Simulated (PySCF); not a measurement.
# Structure from NMR data

The spectra below were simulated for a compound C4H6O3.

1H NMR (300 MHz, computed): δ 1.93 (s, 6H).

13C{1H} NMR (computed): δ 170.2 (C), 22.9 (CH3).

PySCF calculation with PBE0-D3(BJ)/def2-SVP structure, GIAO PBE/pcSseg-2 shieldings and couplings computed with B3LYP/pcJ-1 (without the spin–dipole term); one computed conformer, isolated molecule, rapidly exchanging positions averaged, no relativistic terms.

References, each an isolated molecule treated in the same way: 1H (σ = 31.18 ppm) and 13C (σ = 179.39 ppm) vs TMS.

**Question.** Deduce the structure.

**Answer.** 
Rings plus π bonds: 2 (no ring in the answer). 2 carbon signals for 4 carbons: some carbons are equivalent by symmetry or fast rotation. Carbon types of the structure: 2 × C, 2 × CH3, which accounts for all hydrogens. δC 170.2: anhydride carbonyl carbon; lone-pair donation from the attached heteroatom keeps it upfield of a ketone carbonyl. δC 22.9: methyl carbon α to a carbonyl; the adjacent C=O deshields it moderately. δH 1.93: hydrogen on a methyl carbon α to a carbonyl; α to C=O.

Structure: `CC(=O)OC(C)=O`.

This is the structure that produced the data.

Shifts are as computed, not scaled to solution data. Of 1211 compounds with measured shifts, 218 miss one by over three times the rms of a fit or turn the order of signals round; such compounds aren't used in these exercises.
